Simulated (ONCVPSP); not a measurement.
Which change was made? (Cu, ONCV)

Cu, optimised norm-conserving Vanderbilt (ONCV), made with ONCVPSP 4.0.1 (BLYP, scalar-relativistic). Core [Ne], reference 3s2 3p6 3d10 4s1. Waves: 3s+4s: rc 1.40 bohr, ncon 4, nbas 9, qcut 10.7 1/bohr, 2 projectors; 3p: rc 0.90 bohr, ncon 4, nbas 7, qcut 15.8 1/bohr, 1 projector; 3d: rc 1.60 bohr, ncon 5, nbas 9, qcut 7.8 1/bohr, 2 projectors, debl 0.8 Ha; f scattering state at 0.13 Ha: rc 1.55 bohr, ncon 4, nbas 9, qcut 6.2 1/bohr, 2 projectors, debl 3.8 Ha. Local part: polynomial inside 0.65 bohr (lpopt 5, dvloc0 6 Ha). Core correction: none.

Cutoffs, loose and tight: the cutoffs (Ha) at which the residual kinetic energy of the hardest occupied pseudo-wave falls to 1 and 0.1 mHa per electron. They do not see the model core or the augmentation charge, which bear on the density cutoff. Test errors are all-electron minus pseudo excitation energies from the reference, over the configurations 3s2 3p6 3d10 4s0; 3s2 3p6 3d9 4s0; 3s2 3p6 3d8 4s0; 3s2 3p6 3d9 4s1 4p1; variants that change the core or the reference have their own tests. The largest error is taken over the tests solved by every variant that gives reliable tests at all, those not shown here included: 3s2 3p6 3d10 4s0; 3s2 3p6 3d9 4s0; 3s2 3p6 3d9 4s1 4p1.

The base gives: outcome: generated; cutoff, loose: 96 Ha; cutoff, tight: 117 Ha; bound ghosts: none; GHOST(+) flags above zero: f; largest test error (meV): +61.

(1) After one change the result is: outcome: generated; cutoff, loose: 116 Ha; cutoff, tight: 134 Ha; bound ghosts: none; GHOST(+) flags above zero: f; largest test error (meV): +51. Which change was it?
A. all radii scaled by about 1.25 (s 1.76, p 1.12, d 2.00, f 1.94 bohr); local potential polynomial inside 0.82 bohr (lpopt 5, dvloc0 6 Ha)
B. all radii scaled by about 0.77 (s 1.08, p 0.70, d 1.24, f 1.20 bohr); local potential polynomial inside 0.50 bohr (lpopt 5, dvloc0 6 Ha)
C. all radii scaled by about 0.95 (s 1.34, p 0.86, d 1.52, f 1.48 bohr); local potential polynomial inside 0.62 bohr (lpopt 5, dvloc0 6 Ha)

## Answers

(1) C. The others give: all radii scaled by about 0.77 (s 1.08, p 0.70, d 1.24, f 1.20 bohr); local potential polynomial inside 0.50 bohr (lpopt 5, dvloc0 6 Ha) → outcome: generated; cutoff, loose: 193 Ha; cutoff, tight: 213 Ha; bound ghosts: none; GHOST(+) flags above zero: s, d, f; largest test error (meV): +26 | all radii scaled by about 1.25 (s 1.76, p 1.12, d 2.00, f 1.94 bohr); local potential polynomial inside 0.82 bohr (lpopt 5, dvloc0 6 Ha) → outcome: generated; cutoff, loose: 44 Ha; cutoff, tight: 70 Ha; bound ghosts: none; GHOST(+) flags above zero: none; largest test error (meV): +130.
